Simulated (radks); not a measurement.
Results of a calculation; reference values are marked as such.
Task: The mean radii <r> (bohr) of the occupied orbitals of an atom or ion are listed with their occupations. Level of theory: Dirac Kohn-Sham, exchange-only PBE, spin-unpolarised, spherical densities, finite nucleus; Fermi nuclear charge, rms radius of each element as measured or else 0.836 A^(1/3) + 0.57 fm (a radial shooting solver on a logarithmic mesh with Libxc functionals).

| orbital | occ. | <r> |
|---|---|---|
| 1s1/2 | 2 | 0.03514 |
| 2s1/2 | 2 | 0.1505 |
| 2p1/2 | 2 | 0.1280 |
| 2p3/2 | 4 | 0.1323 |
| 3s1/2 | 1 | 0.3654 |

Name the element and its charge. Open shells, if any, fill j = l - 1/2 first.

Result: Z = 42, molybdenum, charge +31: Mo31+ in [Ne] 3s1. The 1s radius gives Z: for a bare nucleus <r> = (2 gamma + 1)/(2Z) with gamma = sqrt(1 - (Z/c)^2), 0.03457 bohr for Z = 42, and screening makes it slightly larger (0.03514 here). The occupations add up to 11, and the charge is Z minus that.
